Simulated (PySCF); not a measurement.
## From computed data to an observable: oscillator strength and radiative lifetime

Si(H)(NH2)3 (H7N3Si), SMILES N[SiH](N)N.

The structure is a stationary point at PBE0-D3(BJ)/def2-SVP. One conformer was computed; it need not be the lowest.

PySCF 2.14.0 with TDA-PBE/def2-SVPD puts the first singlet state with f over 0.02 at 5.43 eV (vertical), with the transition dipole (0.000, 0.000, 0.521) in atomic units.

Q: Find the oscillator strength, the wavelength and the radiative lifetime that this transition would have in vacuum if emission retraced absorption.

A: 
|μ|² = 0.2714 au, so |μ| = 1.32 D. ΔE = 5.43/27.211 = 0.1995 hartree. f = (2/3) ΔE |μ|² = 0.036 (the program prints 0.036).
λ = 1239.84/5.43 = 228 nm; ν = 43796 cm⁻¹.
Einstein's coefficient A = 0.6670 ν² f s⁻¹ (ν in cm⁻¹) = 4.6e7 s⁻¹, so τ = 1/A = 22 ns. This state is S1. The figure is the radiative limit of this one transition; relaxation, internal conversion, crossing to triplets and a medium change what is measured.
